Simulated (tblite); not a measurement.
Record of a relaxation.

Species: C₃H₁₂O₂Si₂.
Numbering: `[CH3:1][CH2:2][CH2:3][O:4][SiH2:5][O:6][SiH3:7]` (hydrogens: H8, H9, H10 on C1; H11, H12 on C2; H13, H14 on C3; H15, H16 on Si5; H17, H18, H19 on Si7)

Computed with GFN2-xTB (tblite), gas phase: L-BFGS steps from a force-field or distance-geometry start until the largest atomic force falls under 0.01 eV/Å. 5 of its 140 geometries are shown.

Step 0: E = -659.9623 eV, largest atomic force 3.004 eV/Å
```
atom  x, y, z in Å  |  force x, y, z in eV/Å
C1     -3.050    0.183    0.863   -1.681   0.416   0.732
C2     -2.428   -0.824   -0.071   -0.448  -0.661  -0.643
C3     -1.029   -0.393   -0.490   -1.424   0.203  -0.466
O4     -0.239   -0.240    0.633    2.853   0.579  -0.742
Si5     1.306    0.247    0.093   -0.368  -1.338   1.213
O6      2.583   -0.679    0.741    0.178   2.683  -1.091
Si7     4.024    0.269    0.516   -1.135  -0.643   0.184
H8     -2.708    0.094    1.916    0.091   0.210  -0.854
H9     -2.939    1.235    0.488    0.060  -1.049   0.439
H10    -4.162   -0.044    0.889    1.071   0.412   0.084
H11    -3.071   -0.854   -0.986    0.550  -0.132   0.462
H12    -2.430   -1.856    0.366    0.124   0.887  -0.212
H13    -0.603   -1.113   -1.194   -0.069  -0.040   0.008
H14    -1.146    0.580   -1.037    0.213  -0.511   0.307
H15     1.471    1.704    0.293   -0.260  -0.430   0.152
H16     1.340   -0.018   -1.353    0.227   0.021   0.178
H17     3.807    1.055   -0.721    0.353  -0.300   0.219
H18     4.047    1.236    1.614    0.013  -0.169   0.003
H19     5.216   -0.572    0.463   -0.349  -0.138   0.024
```

Step 35: E = -661.2183 eV, largest atomic force 0.284 eV/Å
```
atom  x, y, z in Å  |  force x, y, z in eV/Å
C1     -2.939    0.160    0.971    0.008   0.030   0.006
C2     -2.421   -0.923    0.031   -0.040   0.012   0.070
C3     -1.180   -0.480   -0.742   -0.207   0.018   0.006
O4     -0.031   -0.465    0.069   -0.142   0.026  -0.245
Si5     1.186    0.542   -0.263    0.047  -0.051  -0.059
O6      2.444    0.027    0.602    0.032  -0.023   0.085
Si7     4.045    0.243    0.741    0.150   0.081   0.075
H8     -2.276    0.273    1.824   -0.011  -0.053   0.043
H9     -2.989    1.125    0.472   -0.069  -0.016  -0.105
H10    -3.938   -0.102    1.316    0.082   0.037   0.096
H11    -3.199   -1.181   -0.696    0.092   0.039   0.029
H12    -2.195   -1.813    0.620    0.075  -0.038  -0.107
H13    -1.018   -1.144   -1.602    0.110  -0.043   0.165
H14    -1.374    0.521   -1.152    0.106  -0.022   0.037
H15     0.852    1.908    0.137    0.016   0.017  -0.004
H16     1.555    0.457   -1.678   -0.006   0.062  -0.011
H17     4.511    0.863   -0.506    0.001   0.002   0.167
H18     4.301    1.060    1.934   -0.130   0.044  -0.176
H19     4.658   -1.064    0.946   -0.114  -0.120  -0.072
```

Step 70: E = -661.3414 eV, largest atomic force 0.042 eV/Å
```
atom  x, y, z in Å  |  force x, y, z in eV/Å
C1     -2.606    0.145    1.087   -0.008  -0.013  -0.033
C2     -2.238   -0.969    0.114    0.014  -0.010  -0.014
C3     -1.240   -0.514   -0.951   -0.002  -0.007  -0.016
O4      0.030   -0.343   -0.395   -0.013   0.033   0.020
Si5     1.085    0.860   -0.583    0.009  -0.004   0.005
O6      2.322    0.410    0.341    0.018   0.007   0.019
Si7     3.774    0.075    0.957   -0.008   0.007  -0.031
H8     -1.708    0.561    1.536    0.007   0.007  -0.012
H9     -3.143    0.940    0.572    0.040   0.010   0.005
H10    -3.243   -0.242    1.879    0.009   0.009  -0.008
H11    -3.135   -1.339   -0.389    0.020   0.008   0.031
H12    -1.781   -1.794    0.662   -0.021  -0.027   0.009
H13    -1.159   -1.282   -1.730   -0.022  -0.008  -0.027
H14    -1.582    0.414   -1.424   -0.012   0.004   0.019
H15     0.586    2.131   -0.057   -0.006  -0.021   0.001
H16     1.550    0.978   -1.966   -0.013  -0.005   0.004
H17     4.778    0.464   -0.035   -0.003   0.003   0.009
H18     3.882    0.875    2.175    0.008   0.011   0.020
H19     3.818   -1.359    1.230   -0.017  -0.005  -0.005
```

Step 104: E = -661.3584 eV, largest atomic force 0.049 eV/Å
```
atom  x, y, z in Å  |  force x, y, z in eV/Å
C1     -2.267    0.162    1.132    0.019  -0.020  -0.001
C2     -2.072   -0.993    0.157    0.014  -0.002  -0.002
C3     -1.210   -0.590   -1.041    0.004  -0.001  -0.012
O4      0.102   -0.331   -0.635    0.018  -0.015   0.018
Si5     0.987    1.014   -0.717   -0.012   0.018   0.015
O6      2.265    0.751    0.225    0.006   0.005   0.002
Si7     3.449    0.017    1.044   -0.015   0.007  -0.013
H8     -1.297    0.535    1.449    0.005   0.031   0.037
H9     -2.818    0.976    0.666    0.008  -0.010  -0.029
H10    -2.816   -0.171    2.009   -0.002   0.000  -0.004
H11    -3.038   -1.347   -0.206    0.017  -0.002  -0.021
H12    -1.570   -1.817    0.669   -0.023  -0.005  -0.005
H13    -1.171   -1.411   -1.768   -0.034   0.000   0.012
H14    -1.641    0.287   -1.537    0.006  -0.005   0.016
H15     0.295    2.168   -0.142    0.025   0.012  -0.019
H16     1.482    1.244   -2.074   -0.024   0.006   0.009
H17     4.667    0.195    0.256    0.006   0.003  -0.016
H18     3.522    0.716    2.327   -0.016   0.001   0.002
H19     3.122   -1.397    1.210   -0.001  -0.023   0.012
```

Step 139: E = -661.3623 eV, largest atomic force 0.007 eV/Å
```
atom  x, y, z in Å  |  force x, y, z in eV/Å
C1     -2.264    0.158    1.135   -0.004   0.003   0.001
C2     -2.064   -0.998    0.163    0.002   0.003   0.001
C3     -1.173   -0.603   -1.015    0.001  -0.001  -0.002
O4      0.125   -0.318   -0.581    0.003  -0.001   0.003
Si5     0.983    1.042   -0.717    0.001   0.004   0.002
O6      2.304    0.800    0.170    0.005  -0.004  -0.003
Si7     3.428    0.011    1.023    0.002  -0.001   0.006
H8     -1.304    0.495    1.517   -0.001  -0.003  -0.003
H9     -2.752    0.994    0.638   -0.001   0.001  -0.004
H10    -2.882   -0.154    1.974    0.000   0.000   0.000
H11    -3.026   -1.330   -0.231    0.003  -0.002   0.001
H12    -1.597   -1.835    0.683    0.004   0.004   0.000
H13    -1.110   -1.435   -1.727   -0.006  -0.004  -0.002
H14    -1.603    0.261   -1.534   -0.002   0.001   0.004
H15     0.307    2.200   -0.135    0.001  -0.003   0.001
H16     1.413    1.266   -2.096   -0.002   0.002   0.000
H17     4.672    0.161    0.268   -0.004   0.002   0.000
H18     3.475    0.691    2.317    0.000  -0.002  -0.003
H19     3.058   -1.396    1.170   -0.002   0.002  -0.001
```

Task: Summarise the path.

Result: The energy falls by 135.08 kJ/mol from step 0 to step 139; nine tenths of that is first reached at step 36. It falls at every step. The largest force goes from 3.004 to 0.007 eV/Å. Among the bonds O6–Si7 changes most, from 1.739 to 1.616 Å; the atoms move by 1.236 Å rms after alignment.

The cost below is that of the whole relaxation. Time: 1.8 s wall. Hardware: an Arm Neoverse N1 with one thread, no GPU, shared host with 64 logical CPUs at a one-minute load of 58.
